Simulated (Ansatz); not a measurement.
Geometry optimisation, DFT PBE, scalar-relativistic, plane waves, PAW in Ansatz 0.2.0.

Input file:

```yaml
crystal:
  lattice:
    - [7.398, 0.0, 0.0]
    - [-3.699, 6.406856, 0.0]
    - [0.0, 0.0, 12.0]
  atoms:
    - { symbol: C, position: [0.0, 0.0, 0.08333333] }
    - { symbol: C, position: [0.22222222, 0.11111111, 0.08333333] }
    - { symbol: C, position: [0.0, 0.33333333, 0.08333333] }
    - { symbol: C, position: [0.22222222, 0.44444444, 0.08333333] }
    - { symbol: C, position: [0.0, 0.66666666, 0.08333333] }
    - { symbol: C, position: [0.22222222, 0.77777777, 0.08333333] }
    - { symbol: C, position: [0.33333333, 0.0, 0.08333333] }
    - { symbol: C, position: [0.55555556, 0.11111111, 0.08333333] }
    - { symbol: C, position: [0.33333333, 0.33333333, 0.08333333] }
    - { symbol: C, position: [0.55555555, 0.44444444, 0.08333333] }
    - { symbol: C, position: [0.33333333, 0.66666666, 0.08333333] }
    - { symbol: C, position: [0.55555555, 0.77777777, 0.08333333] }
    - { symbol: C, position: [0.66666667, 0.0, 0.08333333] }
    - { symbol: C, position: [0.88888889, 0.11111111, 0.08333333] }
    - { symbol: C, position: [0.66666667, 0.33333333, 0.08333333] }
    - { symbol: C, position: [0.88888889, 0.44444444, 0.08333333] }
    - { symbol: C, position: [0.66666666, 0.66666666, 0.08333333] }
    - { symbol: C, position: [0.88888889, 0.77777777, 0.08333333] }
    - { symbol: O, position: [0.61111111, 0.38888889, 0.1875], spin: 1.0 }
    - { symbol: H, position: [1.03703703, 0.62962962, 0.165] }
magnetization:
  spin_polarized: true
basis:
  ecutwfc: 420.0
kpoints:
  mp_grid: { grid: [2, 2, 1] }
hamiltonian:
  xc: pbe
scf:
  occupations: { method: fermi_dirac, width: 0.05 }
  lower_state_search: "off"
relax:
  f_tol: 0.03
  max_steps: 60
  adjacent_minimum: "off"
```

Launched with:

```bash
$ ansatz run input.yaml --threads 2 --pin off --max-ram 5120MiB --backend cpu --events-out ev --progress --plain --runs-dir out
```

Where does it end, and by what steps?

It converged. Limits of this set-up: coarse k mesh, slab without dipole correction. After 8 steps the energy has fallen by 2.210 eV; H20 moved furthest, 0.65 Å.

| step | energy less start (eV) | largest force component (eV/Å) | accepted |
| --- | --- | --- | --- |
| 0 | 0.0000 | 3.356 | yes |
| 1 | -1.3545 | 1.356 | yes |
| 2 | -1.9136 | 1.146 | yes |
| 3 | -2.1265 | 0.583 | yes |
| 4 | -2.1313 | 0.857 | yes |
| 5 | -2.1893 | 0.590 | yes |
| 6 | -2.2082 | 0.137 | yes |
| 7 | -2.2095 | 0.113 | yes |
| 8 | -2.2101 | 0.020 | yes |

```xyz
20
Lattice="7.3980 0.0000 0.0000 -3.6990 6.4069 0.0000 0.0000 0.0000 12.0000" Properties=species:S:1:pos:R:3
C 0.008 -0.011 0.870
C 1.248 0.700 0.942
C -1.225 2.127 0.847
C 0.024 2.827 0.889
C -2.433 4.265 1.312
C -1.176 4.981 0.963
C 2.501 -0.011 0.933
C 3.727 0.671 0.916
C 1.217 2.110 0.968
C 2.464 2.844 1.225
C 0.022 4.271 0.885
C 1.258 4.977 0.827
C 4.953 -0.015 0.819
C 6.186 0.691 0.810
C 3.746 2.097 1.195
C 4.987 2.813 0.995
C 2.490 4.291 0.939
C 3.689 4.979 0.966
O 3.078 2.475 2.498
H 4.953 4.291 2.433
```

Whether the end is a true minimum wasn't checked by a vibrational analysis.

Run time: 110 s on 2 threads of Arm Neoverse V2, on a shared host, peak memory 0.93 GiB.
